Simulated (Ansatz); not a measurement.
This geometry of AlBrCl3H (6 atoms, charge 0, multiplicity 1) is a first-order saddle point.

Level of theory: RKS PBE-D4/def2-SVP in Ansatz.

```xyz
6
Properties=species:S:1:pos:R:3
Al -0.299 0.440 -0.317
Br 1.746 -0.960 -0.365
Cl -1.602 -0.124 -1.867
Cl 0.196 2.456 0.012
H 0.693 -1.150 0.918
Cl -0.734 -0.661 1.619
```

Task: Which two structures does it join? (They come from a converged band through this point; their orientation in space is the band's.)

Result: Bonds broken: H5–Cl6. Bonds formed: Br2–H5.

First end point:

```xyz
6
Properties=species:S:1:pos:R:3
Al -0.092 0.443 -0.521
Br 1.830 -0.852 -0.588
Cl -1.651 -0.112 -1.822
Cl 0.147 2.458 0.037
H 0.467 -1.240 1.257
Cl -0.699 -0.697 1.637
```

Last end point:

```xyz
6
Properties=species:S:1:pos:R:3
Al -0.500 0.491 -0.196
Br 1.753 -0.972 -0.352
Cl -1.558 -0.108 -1.914
Cl 0.239 2.458 -0.055
H 1.051 -1.366 0.871
Cl -0.986 -0.503 1.646
```

Task: How far does it lie above each of them?

Result: 5.9 kJ/mol above the first and 4.3 kJ/mol above the second. This is the barrier of this one path; another mechanism may lie lower. The orbitals stay closed-shell, which can raise the energy where a bond breaks towards radicals; this wasn't checked here.

Time of the run: 89 s on 2 threads of Intel(R) Xeon(R) Platinum 8488C (Sapphire Rapids), on a shared host, peak memory 0.18 GiB.
